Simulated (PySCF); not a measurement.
Method: PySCF with PBE-D3(BJ)/def2-TZVP // B3LYP-D3(BJ)/def2-SVP. Gas-phase values, no solvent. One relaxed conformer stands for a flexible species; it need not be the lowest. Excitations are Tamm–Dancoff values on a coarser integration grid. The basis has no diffuse functions, so Rydberg states are missing or too high.

Reference species (SMILES): `Bc1c(C=C)ccc2ccsc12` (neutral, multiplicity 1).

```json
{
  "S1–T1 gap (TDA)": "0.63 eV",
  "LUMO": "-2.89 eV"
}
```

Changed species: `Bc1cc2cccc(C=C)c2s1`.

Task: Predict the effect on the S1–T1 gap (TDA) and LUMO.

Result: the S1–T1 gap (TDA) rises by 0.06 eV, to 0.69 eV; the LUMO decreases by 0.28 eV, to -3.17 eV.
